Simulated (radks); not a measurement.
Species: Rh2+. Configuration: [Kr] 4d7.

Calculated with a radial shooting solver on a logarithmic mesh with Libxc functionals: scalar-relativistic Kohn-Sham, Slater X-alpha with alpha = 0.667, spin-unpolarised, spherical densities, finite nucleus; Fermi nuclear charge, rms radius 4.4945 fm.

Energy parts (eV):
| part | energy |
|---|---|
| total | -129916.241 |
| kinetic | 134592.215 |
| electron-nucleus | -313011.613 |
| Hartree | 52015.648 |
| exchange | -3512.491 |

Orbitals (lengths in bohr, moments of r in powers of bohr; <r^-3> diverges for s and p1/2; r(90%) holds 90 % of the orbital's charge):
| orbital | occ. | eigenvalue (eV) | r(90%) | <r^2> | <r^-3> |
|---|---|---|---|---|---|
| 1s | 2 | -23026.68 | 0.0586 | 0.001441 | - |
| 2s | 2 | -3355.577 | 0.219 | 0.02379 | - |
| 2p | 6 | -3011.393 | 0.202 | 0.01871 | 3241 |
| 3s | 2 | -615.0217 | 0.577 | 0.1754 | - |
| 3p | 6 | -501.8706 | 0.590 | 0.1778 | 564.0 |
| 3d | 10 | -320.3205 | 0.589 | 0.1643 | 76.47 |
| 4s | 2 | -101.9247 | 1.42 | 1.082 | - |
| 4p | 6 | -69.7906 | 1.59 | 1.325 | 90.85 |
| 4d | 7 | -24.4975 | 2.31 | 2.546 | 7.079 |

The highest occupied level is 4d at -24.497 eV. Summed over all electrons, <r^2> = 31.16 bohr^2, which gives a Langevin (diamagnetic) susceptibility term of -24.7 x 10^-6 cm^3/mol.
